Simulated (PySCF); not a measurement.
**Electronic structure of Al (aluminium, neutral) at the UHF level**

Configuration: [Ne] 3s2 3p1, 2P determinant. All numbers are calculated (PySCF 2.14, the non-relativistic Hamiltonian (point nucleus), in def2-TZVP (5s5p2d1f, 37 functions)).

| Property | Result |
| --- | --- |
| Total energy | -241.874349 hartree |
| One-electron energy | -336.6378 hartree |
| Hartree (Coulomb) energy | 112.8548 hartree |
| Exchange energy | -18.0914 hartree |
| Kinetic energy | 241.87569 hartree |
| ⟨S²⟩ | 0.7699 |
| ⟨L²⟩ | 2.061 |
| Sum of ⟨r⟩ | 13.67 bohr |
| Sum of ⟨r²⟩ | 32.98 bohr² |
| Traceless quadrupole moment −½Σ⟨3z² − r²⟩ along its main axis | -5.59 e·bohr² |
| Density at the nucleus (Gaussians lack the cusp) | 1350 bohr⁻³ |
| Spin density at the nucleus | -0.0531 bohr⁻³ |
| Langevin diamagnetic susceptibility | -26.1 ×10⁻⁶ cm³/mol |
| Time after the integrals | 0.18 s of wall time on 1 thread of Neoverse-N1 (shared host) |

| shell | electrons | mean orbital energy (hartree) | spread (hartree) | rms radius, mean of both spins (bohr) |
| --- | --- | --- | --- | --- |
| 1s α | 1 | -58.49829 | 0 | 0.140 |
| 1s β | 1 | -58.49504 | 0 | 0.140 |
| 2s α | 1 | -4.90988 | 0 | 0.678 |
| 2s β | 1 | -4.90624 | 0 | 0.678 |
| 2p α | 3 | -3.21956 | 0.00732 | 0.675 |
| 2p β | 3 | -3.21233 | 0.00930 | 0.675 |
| 3s α | 1 | -0.42516 | 0 | 2.81 |
| 3s β | 1 | -0.36293 | 0 | 2.81 |
| 3p α | 1 | -0.21771 | 0 | 3.67 |
